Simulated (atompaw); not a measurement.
**Varying the PAW (atompaw) potential for sulfur**

Base potential:

```
Element                 : sulfur
Generator               : atompaw 4.2.0.5
Type                    : PAW
Functional              : PBE
Relativity              : non-relativistic
Frozen core             : [Ne]
Valence charge          : 6
Reference configuration : 3s2 3p3.5 (charge +0.5)
Partial waves           : 3s (bound): rc 1.40 bohr; 3s channel at 2.55 Ry: rc 1.50 bohr; 3p (bound): rc 1.50 bohr; 3p channel at 0.4 Ry: rc 1.50 bohr; 3d channel at 0.2 Ry: rc 1.25 bohr; 3d channel at 1 Ry: rc 1.50 bohr
Local potential         : bessel scheme, radius 1.25 bohr
Core correction         : smooth core density matched at 1.20 bohr
Augmentation charge     : besselshape compensation charge, radius 1.40 bohr; PAW radius 1.50 bohr; waves and projectors: custom rrkj gramschmidtortho
```

All-electron outer shells of the reference configuration (PBE, non-relativistic, ld1.x):

```csv
shell,level (eV),outermost node (bohr),outermost maximum (bohr)
3s,-22.13,0.60,1.40
3p,-11.72,0.58,1.57
```

Cutoffs, loose and tight: the cutoffs (Ry, on a coarse ladder) from which the occupation-weighted sum of valence levels, in a spherical-Bessel basis at the reference potential, stays within 10 and 1 mRy of its value at 400 Ry. They see the waves, projectors and local potential, not the compensation charge or the core. A dash means not determined.

A true bound ghost makes a file unfit for plane-wave use even where its test errors are small: the radial tests pick states by their node count and pass the ghost by.

| change | outcome | cutoff, loose | cutoff, tight | bound ghosts |
| --- | --- | --- | --- | --- |
| base | generated | 18 Ry | 35 Ry | none |
| local potential bessel scheme, radius 0.98 bohr | generated | 18 Ry | 35 Ry | none |
| core correction smooth core density matched at 1.18 bohr | generated | 18 Ry | 35 Ry | none |
| augmentation besselshape compensation charge, radius 1.40 bohr; PAW radius 1.50 bohr; waves and projectors: custom rrkj vanderbiltortho | generated | 18 Ry | 35 Ry | none |
| removed wave 3d channel at 1 Ry: rc 1.50 bohr | generated | 18 Ry | 35 Ry | none |
| wave 3p channel at 0.4 Ry: rc 1.50 bohr becomes 3p channel at -0.45 Ry: rc 1.50 bohr | generated | 18 Ry | 35 Ry | none |
| augmentation besselshape compensation charge, radius 1.40 bohr; PAW radius 1.50 bohr; waves and projectors: custom polynom2 7 10 vanderbiltortho | failed: atompaw: The overlap operator has at least one negative eigenvalue! | – | – | – |
| wave 3p (bound): rc 1.50 bohr becomes 3p (bound): rc 0.84 bohr | failed: atompaw: The overlap operator has at least one negative eigenvalue! | – | – | – |
| all radii scaled by about 0.93 (s 1.30, p 1.40, d 1.16 bohr); local potential bessel scheme, radius 1.16 bohr; augmentation besselshape compensation charge, radius 1.30 bohr; PAW radius 1.40 bohr; waves and projectors: custom rrkj gramschmidtortho; core correction smooth core density matched at 1.12 bohr | failed: atompaw: The overlap operator has at least one negative eigenvalue! | – | – | – |
| augmentation besselshape compensation charge, radius 1.24 bohr; PAW radius 1.50 bohr; waves and projectors: custom rrkj gramschmidtortho | generated | 18 Ry | 35 Ry | none |

**Question.** What comes out with this change to the base: reference 3s2 3p4?

**Answer.** outcome: generated; cutoff, loose: 18 Ry; cutoff, tight: 40 Ry; bound ghosts: s.

**Question.** What comes out with this change to the base: wave 3p (bound): rc 1.50 bohr becomes 3p (bound): rc 1.34 bohr?

**Answer.** outcome: generated; cutoff, loose: 18 Ry; cutoff, tight: 40 Ry; bound ghosts: none.
